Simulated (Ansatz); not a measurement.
Q: Name a neutral molecule of C, F, Si and H with HOMO energy (ωB97M-V/def2-TZVPP) between -10.50 and -10.20 eV and LUMO energy (ωB97M-V/def2-TZVPP) between 0.80 and 1.10 eV (Ansatz, PBE0-D4/def2-TZVP geometry).

A: `C[SiH](F)[SiH](F)F` (-10.37 eV, 0.97 eV); `F[SiH2]/C=C/[SiH3]` (-10.40 eV, 0.95 eV). Other molecules can fit too; these were computed, each in one conformer that needn't be the lowest.
